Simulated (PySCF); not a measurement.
Phosphorus: a sound run and one with changed settings

Sound run: P⁺ [Ne] 3s2 3p2, P²⁺ [Ne] 3s2 3p1. All numbers are calculated (PySCF 2.14, the spin-free X2C one-electron Hamiltonian (Gaussian nucleus), in x2c-SVPall). In the sound run the correlated levels freeze [Ne]. The sound run starts from symmetry-adapted Hartree-Fock orbitals and uses a fine grid where one is needed.

Changed run: a valence shell is frozen. This setting is unsound on purpose.

```tsv
species	method	sound run (hartree)	changed run (hartree)	converged
P⁺	MP2	-341.08769	-341.04310	yes
P⁺	CCSD(T)	-341.10868	-341.04526	yes
```

Ionisation energy of P⁺:

| method | sound run (eV) | changed run (eV) |
| --- | --- | --- |
| UHF | 19.176 | 19.176 |
| MP2 | 19.458 | 19.314 |
| SCS-MP2 | 19.381 | 19.222 |
| CCSD | 19.475 | 19.373 |
| CCSD(T) | 19.483 | 19.373 |
| CCSDT | n/a | 19.373 |
| FCI | n/a | 19.373 |

Freezing a valence shell removes pair correlation that changes on ionisation.

For comparison, NIST gives 19.769 eV between the lowest levels.
